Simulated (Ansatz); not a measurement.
Task: Name a neutral molecule of B, N, Sb, Si and H with HOMO energy (PBE0/def2-TZVPP) between -6.90 and -6.60 eV and size of the dipole moment (B3LYP/def2-TZVPP) between 2.55 and 2.85 D (Ansatz, PBE0-D4/def2-TZVP geometry).

Result: `N[B]([SiH3])[SbH2]` (-6.66 eV, 2.58 D). Other molecules can fit too; these were computed, each in one conformer that needn't be the lowest.

B3LYP here is the variant with VWN-RPA as its local correlation; programs differ in this.
